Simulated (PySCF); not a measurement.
## Sn2S: breathing scan

All numbers come from PBE0 in PySCF with S def2-SVP, Sn def2-SVP with ECP28; scalar-relativistic core potentials, no spin–orbit coupling; density-fitted integrals.

Rigid scan from the singlet minimum (Sn–Sn 2.914 Å, S–Sn 2.458 Å (×2); Sn–S–Sn 72.7°, S–Sn–Sn 53.7° (×2)). Coordinate: all bonds to the central atom scaled together. Energies in kJ/mol from the minimum.

```tsv
scale of all bonds to the centre	E (kJ/mol)	dipole size (D)
0.88	180.6	0.91
0.92	70.2	1.37
0.96	15.4	1.81
1.00	0.0	2.24
1.04	12.0	2.64
1.08	42.9	3.03
1.14	111.2	3.57
1.22	222.3	4.21
1.35	409.4	5.12
```

At long bonds a restricted determinant can lie too high, and another spin state can fall below this curve.
